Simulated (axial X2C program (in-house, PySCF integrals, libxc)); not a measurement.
**Ionising CuC**

All values come from calculations with an in-house relativistic program for diatomic molecules, spin-free (one-electron X2C) or two-component (2c: spin–orbit coupling with atomic mean-field Coulomb and Gaunt terms, which also bring small scalar terms), in Dyall basis sets with cores contracted in-house; open shells are unrestricted.

Basis sets: C dyall-v3z, Cu dyall-cv3z. Frozen shells (counts by l): CuC Cu 3s2p, C 1s, 15 electrons correlated; CuC⁺ Cu 3s2p, C 1s, 14 electrons correlated. Coupled cluster in natural virtuals with an MP2 remainder. Where the outer core of a metal is frozen, bonds come out longer and ionisation energies lower.

```json
{"Hamiltonian": "spin-free", "level": "PBE0", "CuC state": "M_S = 3/2, Λ = 0", "Re (Å)": "1.780", "ωe (cm⁻¹)": "626.1", "De (eV)": "2.38"}
{"Hamiltonian": "spin-free", "level": "MP2", "CuC state": "M_S = 3/2, Λ = 0", "Re (Å)": "1.758", "ωe (cm⁻¹)": "660.6", "De (eV)": "2.40"}
{"Hamiltonian": "2c", "level": "PBE0", "CuC state": "Ω = 3/2", "Re (Å)": "1.781", "ωe (cm⁻¹)": "625.4", "De (eV)": "2.38"}
{"Hamiltonian": "2c", "level": "MP2", "CuC state": "Ω = 3/2", "Re (Å)": "1.759", "ωe (cm⁻¹)": "659.7", "De (eV)": "2.40"}
{"Hamiltonian": "2c", "level": "CCSD", "CuC state": "Ω = 3/2", "Re (Å)": "1.807", "ωe (cm⁻¹)": "589.8", "De (eV)": "2.12"}
{"Hamiltonian": "2c", "level": "CCSD(T)", "CuC state": "Ω = 3/2", "Re (Å)": "1.781", "ωe (cm⁻¹)": "616.8", "De (eV)": "n/a"}
```

Adiabatic ionisation energy (minimum to minimum, no zero-point term) and constants of CuC⁺:

| Hamiltonian | level | CuC⁺ state | IE (eV) | Re (Å) | ωe (cm⁻¹) | De (eV) | fragments |
| --- | --- | --- | --- | --- | --- | --- | --- |
| spin-free | PBE0 | M_S = 1, Λ = 1 | 8.54 | 1.808 | 573.4 | 1.79 | Cu+ + C |
| spin-free | MP2 | M_S = 1, Λ = 1 | 8.42 | 1.784 | 533.1 | 1.46 | Cu+ + C |
| 2c | PBE0 | Ω = 2 | 8.55 | 1.810 | 570.1 | 1.77 | Cu+ + C |
| 2c | MP2 | Ω = 2 | 8.43 | 1.788 | 527.9 | 1.45 | Cu+ + C |
| 2c | CCSD | Ω = 2 | 8.24 | 1.894 | 422.9 | 1.22 | Cu+ + C |
| 2c | CCSD(T) | Ω = 2 | 8.29 | 1.829 | 496.6 | n/a | Cu+ + C |

Question: Add the zero-point terms to the ionisation energy at CCSD(T), 2c, and say whether the electron removed was bonding.

Answer: IE0 = IE + (ωe⁺ − ωe)/2 = 8.29 + (-0.007) = 8.28 eV. Re changes by 0.048 Å, so the bond lengthens, as on loss of a bonding electron.

Each entry is the lowest single determinant of a limited PBE0 search at one distance. De goes to single-determinant-based atoms at the same level (for ions the charge split of lowest energy) and is withheld (n/a) where an atom does not fit its ground term or J level. Main or longest-lived isotopes. One determinant is a doubtful description, or other states lie close, for CuC, CuC⁺; these need not be ground states, and all values refer to the states named. Some open-shell Ω = 0 determinants are out of reach, so the Ω given for CuC⁺ need not be the lowest component. With several unpaired electrons the Ω given is that of one determinant, not necessarily of the lowest component. Some light 2c atoms are not at their ground J level, so De misses part of their lowering (0.04 eV or less). The functionals have no current term, which raises determinants with orbital currents.
